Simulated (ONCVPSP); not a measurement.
## Which change was made? (Os, ONCV)

Os (Z = 76), optimised norm-conserving Vanderbilt (ONCV), made with ONCVPSP 4.0.1 (PBE, scalar-relativistic). Core [Xe] 4f14, reference 5d7 6s1. Waves: 6s: rc 2.75 bohr, ncon 3, nbas 6, qcut 2 1/bohr, 2 projectors, debl 2.3 Ha; p scattering state at 0.02 Ha: rc 2.75 bohr, ncon 4, nbas 9, qcut 2.5 1/bohr, 2 projectors, debl 3.9 Ha; 5d: rc 1.70 bohr, ncon 3, nbas 7, qcut 6.8 1/bohr, 2 projectors, debl 1.4 Ha. Local part: polynomial inside 1.70 bohr (lpopt 4, dvloc0 1 Ha). Core correction: polynomial model core, fcfact 0.25.

In the p channel the program set the typed energies aside and used 0.050, 3.950 Ha.

Cutoffs, loose and tight: the cutoffs (Ha) at which the residual kinetic energy of the hardest occupied pseudo-wave falls to 1 and 0.1 mHa per electron. They do not see the model core or the augmentation charge, which bear on the density cutoff. Test errors are all-electron minus pseudo excitation energies from the reference, over the configurations 5d6 6s2; 5d6 6s1; 5d6 6s0; 5d6 6s1.5; variants that change the core or the reference have their own tests.

The base gives: outcome: generated, projector energies reset by the program; cutoff, loose: 17 Ha; cutoff, tight: 20 Ha; bound ghosts: none; GHOST(+) flags above zero: s, p; largest test error (meV): -72.

Problem. After one change the result is: outcome: generated, projector energies reset by the program; cutoff, loose: 15 Ha; cutoff, tight: 18 Ha; bound ghosts: none; GHOST(+) flags above zero: s, p; largest test error (meV): -226. Which change was it?
A. all radii but the core radius scaled by about 0.89 (s 2.46, p 2.46, d 1.52 bohr); local potential polynomial inside 1.52 bohr (lpopt 4, dvloc0 1 Ha)
B. all radii but the core radius scaled by about 0.81 (s 2.22, p 2.22, d 1.38 bohr); local potential polynomial inside 1.38 bohr (lpopt 4, dvloc0 1 Ha)
C. all radii but the core radius scaled by about 1.31 (s 3.60, p 3.60, d 2.22 bohr); local potential polynomial inside 2.22 bohr (lpopt 4, dvloc0 1 Ha)
D. all radii but the core radius scaled by about 1.14 (s 3.12, p 3.12, d 1.94 bohr); local potential polynomial inside 1.94 bohr (lpopt 4, dvloc0 1 Ha)

Solution. C. The others give: all radii but the core radius scaled by about 0.81 (s 2.22, p 2.22, d 1.38 bohr); local potential polynomial inside 1.38 bohr (lpopt 4, dvloc0 1 Ha) → outcome: generated; cutoff, loose: 16 Ha; cutoff, tight: 20 Ha; bound ghosts: none; GHOST(+) flags above zero: s, p; largest test error (meV): -36 | all radii but the core radius scaled by about 1.14 (s 3.12, p 3.12, d 1.94 bohr); local potential polynomial inside 1.94 bohr (lpopt 4, dvloc0 1 Ha) → outcome: generated, projector energies reset by the program; cutoff, loose: 16 Ha; cutoff, tight: 19 Ha; bound ghosts: none; GHOST(+) flags above zero: s, p; largest test error (meV): -129 | all radii but the core radius scaled by about 0.89 (s 2.46, p 2.46, d 1.52 bohr); local potential polynomial inside 1.52 bohr (lpopt 4, dvloc0 1 Ha) → outcome: generated; cutoff, loose: 17 Ha; cutoff, tight: 20 Ha; bound ghosts: none; GHOST(+) flags above zero: s, p; largest test error (meV): -45.
